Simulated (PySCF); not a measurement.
furan (C4H4O), SMILES c1occc1.

Geometry: r2SCAN-D4/def2-SVP.

Method: PySCF with ωB97X/def2-TZVP.

Computed frontier levels, gap, dipole moment and polarisability:
highest occupied level: -8.91 eV
lowest empty level: 2.39 eV
orbital gap: 11.30 eV
dipole moment: 0.58 D
quadrupole, principal values (traceless, Buckingham form, about the centre of nuclear charge): -6.18, 0.25, 5.94 D·Å
mean static polarisability: 45.2 bohr³ (6.70 Å³)
polarisability, principal values: 30.1, 51.4, 54.1 bohr³
